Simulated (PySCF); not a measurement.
## Unknown compound

Molecular formula: C₄H₄BF₅O₂. Simulated spectra:

1H NMR (600 MHz, computed): δ 6.06 (dd, J = 64.6, 62.4 Hz, 1H), 4.56 (d of sext, J = 12.4, 1.3 Hz, 1H), 4.30 (dd, J = 12.4, 3.6 Hz, 1H), 4.28 (br, 1H).

13C{1H} NMR (computed): δ 128.4 (C, qdd, J = 348.6, 6.4, 2.2 Hz), 114.8 (CH, dd, J = 308.7, 306.3 Hz), 82.8 (C, qdd, J = 30.5, 26.2, 23.9 Hz), 67.3 (CH2, d, J = 4.9 Hz).

PySCF 2.14.0 with density-fitted response routines calculation with geometry from PBE0-D3(BJ)/def2-SVP, couplings computed with B3LYP/pcJ-1 (spin–dipole term only in couplings to heteroatoms) and shieldings: GIAO PBE0/pcSseg-1; isolated molecule, fast rotation and ring inversion assumed for equivalent nuclei, single conformer, no relativistic terms.

Scale: 1H (σ = 31.27 ppm) and 13C (σ = 184.41 ppm) vs TMS (reference shieldings calculated alike).

Question: Propose a structure and justify it.

Answer: 
- 4 carbon signals for 4 carbons: no two carbons are equivalent.
- Carbon types of the structure: 2 × C, 1 × CH, 1 × CH2, leaving 1 H on heteroatoms.
- δC 128.4: CF3 carbon; 3 electronegative neighbours deshield it.
- δC 114.8: sp3 CH bonded to 2 F; 2 electronegative neighbours deshield it.
- δC 82.8: fully substituted sp3 carbon bonded to O; the inductive effect lowers its shielding.
- δC 67.3: sp3 CH2 bonded to O; pulled downfield by the heteroatom.
- δH 6.06: hydrogen on an sp3 CH bonded to 2 F; its carbon carries F, hence the downfield position.
- δH 4.56, 4.30: hydrogen on an sp3 CH2 bonded to O; its carbon carries O, an electronegative neighbour.
- δH 4.28: hydrogen on a boron bonded to 2 O, in a 5-membered ring.
- The protons at 4.30 and 4.56 share a coupling of 12.4 Hz (geminal).

Structure: `InChI=1S/C4H4BF5O2/c6-2(7)3(4(8,9)10)1-11-5-12-3/h2,5H,1H2/t3-/m0/s1`.

The shifts were computed for this structure.

Hydrogens on boron are broadened and split by 11B (spin 3/2, 80 %) and 10B (spin 3). Common functionals overestimate the size of one-bond C–F couplings by tens of Hz; these are unscaled. Multiplet labels drop couplings under 1 Hz and merge nearly equal ones. Shifts are as computed. Against solution values, carbons near 30 ppm lie about +2 ppm off and those near 130 ppm about +5 ppm. Of 1211 compounds with measured shifts, 218 miss one by over three times the rms of a fit or turn the order of signals round; such compounds aren't used in these exercises.
